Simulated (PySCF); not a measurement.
Computed properties of Si(Me)2(OH)2 (C2H8O2Si), SMILES C[Si](C)(O)O

Si(Me)2(OH)2 (C₂H₈O₂Si), SMILES C[Si](O)(O)C. Coordinates come from a B3LYP-D3(BJ)/def2-SVP optimisation. The values are those of a single conformer. All values are computed for the isolated molecule unless a solvent is named; none is compared with measurement here.

**Structure.** All 33 harmonic modes at B3LYP-D3(BJ)/def2-SVP (PySCF) are real, so it is a minimum. With heavy atoms numbered as in [CH3:1][Si:2]([CH3:3])([OH:4])[OH:5], the shortest bond between them is Si2–O5 at 1.672 Å and the longest C1–Si2 at 1.879 Å.

**Vibrations.** The strongest infrared lines (harmonic, unscaled, degenerate partners summed) lie at 858 cm⁻¹ (273 km/mol, H 46 %, Si 27 %, O 15 %, C 12 %), 942 cm⁻¹ (190 km/mol, Si 45 %, O 27 %, H 23 %), 920 cm⁻¹ (109 km/mol, H 39 %, Si 37 %, O 17 %). The softest mode is at 53 cm⁻¹ and the zero-point energy is 63.4 kcal/mol.

**Electronic structure.** r2SCAN/def2-TZVP (PySCF) places the frontier levels at -7.03 and 0.44 eV, a gap of 7.47 eV, and gives a dipole moment of 2.21 D and a mean polarisability of 55.8 bohr³. PBE/def2-TZVP (PySCF) at the same geometry gives -6.70 and -0.29 eV, so its gap is 1.06 eV narrower. An orbital gap is neither the optical nor the fundamental gap.

**Excitations.** TDA-B3LYP/def2-SVPD (PySCF) has S1 at 6.83 eV (181 nm, f = 0.055, bright); the most intense of the 10 singlets computed lies at 6.83 eV (f = 0.05). T1 (TDA) is at 6.64 eV, 0.19 eV under S1. TDA-PBE/def2-SVPD (PySCF) puts S1 at 6.16 eV. No vertical singlet excitation falls in the visible range (under 3.1 eV).

**NMR.** GIAO shifts at HF/pcSseg-1 (PySCF) (non-relativistic, atoms alike by connectivity averaged): ¹³C at 1.5 ppm against TMS; ¹H from 0.4 to 1.9 ppm against TMS; ²⁹Si at -1.1 ppm against TMS.

**Solvation.** SMD-B3LYP/def2-SVP (PySCF) gives -7.0 kcal/mol in water, -5.3 kcal/mol in dimethylsulfoxide, -5.1 kcal/mol in ethylethanoate (1 M in both phases, gas-phase geometry); of these solvents water holds the molecule best.
